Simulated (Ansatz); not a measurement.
Calculation: Ansatz (a program for electronic structure) with PBE0-D3(BJ)/def2-TZVP. No frequencies were computed at this level.

Ansatz 0.2 input:
```yaml
crystal:
  periodic: [false, false, false]
  atoms:
    - { symbol: F, position_ang: [-0.990698, -1.390192, -0.004196] }
    - { symbol: Al, position_ang: [-0.125841, 0.000541, -0.000577] }
    - { symbol: F, position_ang: [-0.979038, 1.398449, -0.004317] }
    - { symbol: Br, position_ang: [2.095577, -0.008798, 0.009089] }
basis:
  gaussian: { orbitals: def2-tzvp }
hamiltonian:
  xc: pbe0
  dispersion: d3bj
relax:
  max_steps: 150
```

Output:

```
Functional definition: PBE0
1004 factors; their error is unknown
mean field evaluation 1: about -82064.9681 eV, gradient 5.2e1 eV
mean field evaluation 2: about -82057.6020 eV, gradient 9.0e1 eV
mean field evaluation 4: about -82068.8212 eV, gradient 1.5e0 eV
mean field evaluation 8: about -82069.2949 eV, gradient 7.1e-2 eV
mean field -82069.29486511 eV, -3015.9909577268 hartree, gradient 2.4e-5 eV, S^2 0.000000; 0 other end points of the search recorded, 0 dependent functions left out
reference -82069.29489203 eV, -3015.9909587160 hartree; 33, 33 occupied and 114, 114 virtual orbitals, 1004 factors
relax step   1: F+E_penalty+E_count = -82069.35445910 eV  Δ(F+E_penalty+E_count) = +0.000e0 eV  max|allowed force component| = 2.201e-1 eV/Å  Δτ_max = 0.0000 Å  (25 SCF iters, accepted)
these checks for a lower state are left out or cut short: starts, cluster_reference, orbital_swaps, neighbouring_geometries, increment
1004 factors; their error is unknown
mean field evaluation 16: about -82068.8270 eV, gradient 6.1e-1 eV
mean field -82069.29700804 eV, -3015.9910364781 hartree, gradient 2.3e-5 eV, S^2 0.000000; 0 other end points of the search recorded, 0 dependent functions left out
reference -82069.29703496 eV, -3015.9910374672 hartree; 33, 33 occupied and 114, 114 virtual orbitals, 1004 factors
relax step   2: F+E_penalty+E_count = -82069.35671503 eV  Δ(F+E_penalty+E_count) = -2.256e-3 eV  max|allowed force component| = 2.108e-1 eV/Å  Δτ_max = 0.0092 Å  (30 SCF iters, accepted)
these checks for a lower state are left out or cut short: starts, cluster_reference, orbital_swaps, neighbouring_geometries, increment
1004 factors; their error is unknown
mean field -82069.29841887 eV, -3015.9910883250 hartree, gradient 2.3e-5 eV, S^2 0.000000; 0 other end points of the search recorded, 0 dependent functions left out
reference -82069.29844579 eV, -3015.9910893142 hartree; 33, 33 occupied and 114, 114 virtual orbitals, 1004 factors
relax step   3: F+E_penalty+E_count = -82069.35822552 eV  Δ(F+E_penalty+E_count) = -1.510e-3 eV  max|allowed force component| = 3.237e-2 eV/Å  Δτ_max = 0.0089 Å  (30 SCF iters, accepted)
these checks for a lower state are left out or cut short: starts, cluster_reference, orbital_swaps, neighbouring_geometries, increment
1004 factors; their error is unknown
mean field evaluation 32: about -82069.2984 eV, gradient 3.9e-1 eV
mean field -82069.29850808 eV, -3015.9910916036 hartree, gradient 2.3e-5 eV, S^2 0.000000; 0 other end points of the search recorded, 0 dependent functions left out
reference -82069.29853500 eV, -3015.9910925926 hartree; 33, 33 occupied and 114, 114 virtual orbitals, 1004 factors
relax step   4: F+E_penalty+E_count = -82069.35832106 eV  Δ(F+E_penalty+E_count) = -9.554e-5 eV  max|allowed force component| = 1.280e-2 eV/Å  Δτ_max = 0.0036 Å  (30 SCF iters, accepted)
these checks for a lower state are left out or cut short: starts, cluster_reference, orbital_swaps, neighbouring_geometries, increment
1004 factors; their error is unknown
mean field -82069.29853275 eV, -3015.9910925101 hartree, gradient 2.3e-5 eV, S^2 0.000000; 0 other end points of the search recorded, 0 dependent functions left out
reference -82069.29855966 eV, -3015.9910934991 hartree; 33, 33 occupied and 114, 114 virtual orbitals, 1004 factors
relax step   5: F+E_penalty+E_count = -82069.35834240 eV  Δ(F+E_penalty+E_count) = -2.134e-5 eV  max|allowed force component| = 2.057e-4 eV/Å  Δτ_max = 0.0021 Å  (31 SCF iters, accepted)
1004 factors; their error is unknown
mean field -82069.29853275 eV, -3015.9910925101 hartree, gradient 2.3e-5 eV, S^2 0.000000; 1 other end points of the search recorded, 0 dependent functions left out
reference -82069.29855966 eV, -3015.9910934991 hartree; 33, 33 occupied and 114, 114 virtual orbitals, 1004 factors
Total energy: -82069.35836931 eV, -3015.9932914631 hartree
Atom 0 at    -0.975163    -1.400229    -0.004108 Å, force    -0.000029    -0.000109     0.000073 eV/Å
Atom 1 at    -0.138767     0.000582    -0.000562 Å, force     0.000206    -0.000001    -0.000200 eV/Å
Atom 2 at    -0.963392     1.408353    -0.004230 Å, force    -0.000029     0.000110     0.000073 eV/Å
Atom 3 at     2.077321    -0.008706     0.008899 Å, force    -0.000148     0.000000     0.000054 eV/Å
Dipole moment:     0.142130    -0.000596     0.000665 e Å
```

Cost: around 40 core-seconds (rough).
